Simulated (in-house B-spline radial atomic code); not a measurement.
The numbers below are computed, except where a source is named.
# Extrapolating the RPA correlation energy in partial waves: neutral ytterbium

All-electron RPA on PBE orbitals from a B-spline radial code for spherical atoms, scalar-relativistic (spin-free one-electron X2C), finite nucleus, configuration [Xe] 4f14 6s2. Without the two-electron picture change, the correlation of inner shells comes somewhat too large for so heavy an element. With empty states up to angular momentum L the sums are:

```json
{"L": "5", "E_c(L) (hartree)": "-5.820054"}
{"L": "6", "E_c(L) (hartree)": "-6.126993"}
{"L": "7", "E_c(L) (hartree)": "-6.289580"}
{"L": "8", "E_c(L) (hartree)": "-6.381777"}
```

For large l each further wave adds A/(l + 1/2)⁴, because the basis must build the cusp where two electrons meet.

Estimate the limit from L = 7 and L = 8.

Wave 8 adds -0.092197, against a sum of (l + 1/2)⁻⁴ of 1.91569e-04, so A = -481.27. The sum over l > 8 is ζ(4, 9.5) = 4.5445e-04, close to 1/(3 × 9³) = 4.5725e-04. The tail is -0.218717 and the limit -6.60049 hartree.

How good is the estimate?

A run to L = 11 sums to -6.49098 and extrapolates to -6.56326 hartree, 7.77 millihartree from the run before, so it has not settled and is itself too deep. The estimate differs from that by -37.23 millihartree, while the bare sum at L = 8 misses 181.5 millihartree (2.8 %).
